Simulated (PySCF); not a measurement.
## Computed properties of Mg(Br)(iPr) (C3H7BrMg), SMILES C[CH](C)[Mg][Br]

Mg(Br)(iPr) (C3H7BrMg), SMILES [Mg]([CH](C)C)[Br]. Geometry: B3LYP-D3(BJ)/def2-SVP. The values are those of a single conformer. All values are computed for the isolated molecule unless a solvent is named; none is compared with measurement here.

**Structure.** The optimised structure has Cs symmetry. All 30 harmonic modes at B3LYP-D3(BJ)/def2-SVP (PySCF) are real, so it is a minimum. With heavy atoms numbered as in [Mg:1]([Br:2])[CH:3]([CH3:4])[CH3:5], the shortest bond between them is C3–C4 at 1.536 Å and the longest Mg1–Br2 at 2.370 Å.

**Vibrations.** The strongest infrared lines (harmonic, unscaled, degenerate partners summed) lie at 2975 cm⁻¹ (100 km/mol, H 96 %), 3045 cm⁻¹ (51 km/mol, H 92 %, C 8 %), 550 cm⁻¹ (48 km/mol, Mg 58 %, C 27 %, H 12 %). The softest mode is at 61 cm⁻¹ and the zero-point energy is 58.1 kcal/mol.

**Electronic structure.** PBE0/def2-TZVP (PySCF) places the frontier levels at -6.63 and -1.20 eV, a gap of 5.43 eV, and gives a dipole moment of 2.38 D and a mean polarisability of 86.6 bohr³. PBE/def2-TZVP (PySCF) at the same geometry gives -5.55 and -1.89 eV, so its gap is 1.77 eV narrower. An orbital gap is neither the optical nor the fundamental gap.

**Excitations.** TDDFT-M06-2X/def2-SVPD (PySCF) has S1 at 4.72 eV (263 nm, f = 0.263, bright); the most intense of the 10 singlets computed lies at 4.72 eV (f = 0.26). T1 (TDA) is at 3.45 eV. TDDFT-PBE/def2-SVPD (PySCF) puts S1 at 4.32 eV. No vertical singlet excitation falls in the visible range (under 3.1 eV).

**NMR.** GIAO shifts at B3LYP/pcSseg-1 (PySCF) (non-relativistic, atoms alike by connectivity averaged): ¹³C from 22.6 to 28.9 ppm against TMS; ¹H from 1.1 to 1.8 ppm against TMS. Without spin–orbit terms, shifts of atoms bonded to Cl or Br come out too high.
